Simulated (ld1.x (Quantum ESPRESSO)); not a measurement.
# What the settings do to the TM semilocal potential of S (Z = 16)

Base potential:

```
Element                 : S
Generator               : ld1.x (Quantum ESPRESSO) 7.5
Type                    : norm-conserving Troullier–Martins (semilocal form)
Functional              : LDA (PZ)
Relativity              : scalar-relativistic
Frozen core             : [Ne]
Valence charge          : 6
Reference configuration : 3s2 3p4
Partial waves           : 3p (bound): rc 1.40 bohr; 3s (bound): rc 1.45 bohr
Local potential         : the s channel
Core correction         : none
```

All-electron outer shells of the reference configuration (LDA (PZ), scalar-relativistic, ld1.x):

```csv
shell,level (eV),outermost node (bohr),outermost maximum (bohr)
2s,-210.79,0.13,0.39
2p,-156.52,–,0.33
3s,-17.28,0.60,1.40
3p,-7.11,0.58,1.59
```

Cutoffs, loose and tight: the cutoffs (Ry, on a coarse ladder) from which the occupation-weighted sum of valence levels, in a spherical-Bessel basis at the reference potential, stays within 10 and 1 mRy of its value at 400 Ry. They do not see the model core or the augmentation charge, which bear on the density cutoff. Test errors are all-electron minus pseudo excitation energies from the reference, over the configurations 3s2 3p3; 3s2 3p2; 3s2 3p1; 3s1 3p5; 3s2 3p0; 3s1 3p4; 3s0 3p6 (two spin-polarised tests are not counted in the largest error). A dash means not determined; rows that change the core or the reference have their own tests.

In the semilocal form every listed channel keeps its own potential, so the choice of the local channel does not act on these tests. It acts once the file is put into the separable form.

A semilocal file is local in each channel, so a ghost entry of none says nothing of the separable form that plane-wave codes build from it.

```csv
change,outcome,"cutoff, loose","cutoff, tight",bound ghosts,largest test error (meV)
base,generated,40 Ry,60 Ry,none,+355
"form changed from semilocal to separable (Kleinman–Bylander), still TM",generated,40 Ry,60 Ry,none,+355
core correction a·sin(br)/r model core inside 0.82 bohr,generated,40 Ry,60 Ry,none,+191
"all radii scaled by about 1.05 (s 1.52, p 1.48 bohr)",generated,40 Ry,60 Ry,none,+373
wave 3p (bound): rc 1.40 bohr becomes 3p (bound): rc 1.84 bohr,generated,40 Ry,60 Ry,none,+352
reference 3s2 3p3.5,generated,40 Ry,60 Ry,none,+23
```

(1) What comes out with this change to the base: functional PBE?

Results:

(1) outcome: generated; cutoff, loose: 40 Ry; cutoff, tight: 60 Ry; bound ghosts: none; largest test error (meV): +166.
